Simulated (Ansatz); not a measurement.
Born–Oppenheimer molecular dynamics of BrCl2GaH2 (6 atoms, charge 0, multiplicity 1). It starts at the highest image of a converged band, a first-order saddle point between two minima.

Method: RKS B3LYP/def2-SVP (Ansatz).

```
ensemble                      : NVE (velocity Verlet)
time step                     : 0.5 fs
steps asked                   : 200
starting velocities drawn for : 100 K
seed                          : 9187
```

First frame:

```xyz
6
Properties=species:S:1:pos:R:3
Ga 0.015 -0.229 -0.008
H 0.022 0.055 1.656
Cl 1.883 0.200 -0.975
Cl -1.885 0.120 -0.946
Br 0.074 -2.615 1.077
H 0.046 -1.074 1.742
```

Problem. How far do the bonds stretch over the last three quarters of this one trajectory? (Pairs bonded in most of those frames.)

Solution. 
```csv
bond,mean (Å),spread (Å),shortest,longest
Ga1–Cl3,2.140,0.039,2.07,2.18
Ga1–Cl4,2.142,0.015,2.12,2.18
Ga1–Br5,2.271,0.155,2.08,2.56
H2–H6,0.767,0.025,0.73,0.83
```

Mean temperature of the second half: 2301 K. The conserved energy stayed within 0.087 meV per atom of its start (net change 0.021 meV per atom), so the integration is sound. The kinetic energy rose, since the run started high on the potential surface and went downhill. It ends in pieces (BrCl2Ga + H2), so much of that is their flight and rotation, not heat. A run of 0.1 ps of so small a system gives no equilibrium averages. The orbitals stay closed-shell, which can raise the energy where a bond breaks towards radicals; this wasn't checked here.

The run took 14 min on 2 threads of Arm Neoverse V1, on a shared host, peak memory 0.29 GiB.
